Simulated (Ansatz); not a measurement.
The inner images of a band of ClH3Sn + H (6 atoms, charge 0, multiplicity 2) are given out of order.

All numbers below come from UKS PBE/def2-SVP in Ansatz.

First end point:

```xyz
6
Properties=species:S:1:pos:R:3
Sn 0.003 0.000 -0.228
Cl 0.022 0.000 2.151
H 1.653 0.000 -0.727
H -0.828 1.432 -0.707
H -0.828 -1.432 -0.707
H -0.021 0.000 5.471
```

Last end point:

```xyz
6
Properties=species:S:1:pos:R:3
Sn 0.000 0.000 -0.306
Cl 0.005 0.000 3.476
H 1.638 0.000 -0.899
H -0.820 1.419 -0.898
H -0.820 -1.419 -0.898
H -0.001 0.000 4.776
```

Put them in order from the first end to the last, with their energies above the first end.
A.
```xyz
6
Properties=species:S:1:pos:R:3
Sn 0.001 0.000 -0.056
Cl 0.003 0.000 2.333
H 1.656 0.000 -0.536
H -0.828 1.434 -0.534
H -0.828 -1.434 -0.534
H -0.003 0.000 4.579
```
B.
```xyz
6
Properties=species:S:1:pos:R:3
Sn 0.002 0.000 -0.169
Cl 0.014 0.000 2.210
H 1.654 0.000 -0.663
H -0.827 1.433 -0.650
H -0.827 -1.433 -0.650
H -0.014 0.000 5.174
```
C.
```xyz
6
Properties=species:S:1:pos:R:3
Sn 0.004 0.000 -0.203
Cl 0.004 0.000 3.258
H 1.640 0.000 -0.799
H -0.820 1.421 -0.783
H -0.820 -1.421 -0.783
H -0.006 0.000 4.562
```
D.
```xyz
6
Properties=species:S:1:pos:R:3
Sn 0.000 0.000 -0.057
Cl 0.002 0.000 2.799
H 1.660 0.000 -0.552
H -0.830 1.438 -0.551
H -0.830 -1.438 -0.551
H -0.001 0.000 4.165
```
E.
```xyz
6
Properties=species:S:1:pos:R:3
Sn 0.002 0.000 -0.122
Cl 0.002 0.000 3.039
H 1.650 0.000 -0.677
H -0.825 1.429 -0.670
H -0.825 -1.429 -0.670
H -0.002 0.000 4.351
```
F.
```xyz
6
Properties=species:S:1:pos:R:3
Sn 0.001 0.000 -0.113
Cl 0.004 0.000 2.267
H 1.656 0.000 -0.595
H -0.827 1.434 -0.592
H -0.827 -1.434 -0.592
H -0.005 0.000 4.876
```
G.
```xyz
6
Properties=species:S:1:pos:R:3
Sn 0.001 0.000 -0.003
Cl 0.003 0.000 2.463
H 1.654 0.000 -0.501
H -0.827 1.432 -0.498
H -0.827 -1.432 -0.499
H -0.002 0.000 4.291
```

B (+0.1 kcal/mol), F (+0.4 kcal/mol), A (+1.4 kcal/mol), G (+3.0 kcal/mol), D (-6.9 kcal/mol), E (-10.6 kcal/mol), C (-11.8 kcal/mol).

The run took 2.5 min on 1 thread of AMD EPYC 7R43 64-Core Processor (Zen 3), with other jobs on the host, peak memory 0.15 GiB.
